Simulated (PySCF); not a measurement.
These 2 structures share the formula C3H11FSi2. Level of theory: PBE0-D3(BJ)/def2-SVP geometry optimisation, gas phase (PySCF 2.14.0). Energies are electronic, without zero-point or thermal terms, for one conformer each. No frequencies were run at this level. Point groups hold within 0.08 Å.

Question: Order them by energy at this level, lowest first, and give relative energies in kJ/mol.
A. `[CH3:1][SiH2:2][C@H:3]([F:4])[CH2:5][SiH3:6]` with C1–Si2–C3–F4 57°, Si2–C3–C5–Si6 165°
B. `[CH3:1][C@@H:2]([CH2:3][F:4])[SiH2:5][SiH3:6]` with C1–C2–C3–F4 66°, C1–C2–Si5–Si6 -67°

Answer: A (0.0), B (1.6).

As drawn, the higher has an Si–Si bond, which the lower lacks. Neighbours under 10 kJ/mol apart (C[SiH2][C@H](F)C[SiH3] and C[C@@H](CF)[SiH2][SiH3]) can change places with a better method, another conformer or zero-point energy.

```json
{"SMILES": "C[SiH2][C@H](F)C[SiH3]", "E (Eh)": "-798.93599", "E rel (kJ/mol)": "0.0", "dipole (D)": "1.67", "point group": "C1", "A, B, C (MHz)": "4393, 1027, 1003"}
{"SMILES": "C[C@@H](CF)[SiH2][SiH3]", "E (Eh)": "-798.93537", "E rel (kJ/mol)": "1.6", "dipole (D)": "2.19", "point group": "C1", "A, B, C (MHz)": "2650, 1571, 1293"}
```

Q: How do the relative energies change in single points at CAM-B3LYP/pcSseg-1 (no added dispersion term) on the same geometries?

A: 
```json
{"SMILES": "C[SiH2][C@H](F)C[SiH3]", "PBE0-D3(BJ)/def2-SVP (kJ/mol)": "0.0", "CAM-B3LYP/pcSseg-1 (kJ/mol)": "0.0", "shift": "0.0"}
{"SMILES": "C[C@@H](CF)[SiH2][SiH3]", "PBE0-D3(BJ)/def2-SVP (kJ/mol)": "1.6", "CAM-B3LYP/pcSseg-1 (kJ/mol)": "19.0", "shift": "+17.4"}
```

Each column counts from its own lowest isomer. The order is unchanged; the largest shift is 17.4 kJ/mol.

Q: As an exercise, what shares would exp(−E/RT) give at 2000 K from these electronic energies alone (no entropy, no degeneracies)?

A: RT = 16.629 kJ/mol: C[SiH2][C@H](F)C[SiH3] 52.5 %, C[C@@H](CF)[SiH2][SiH3] 47.5 %.
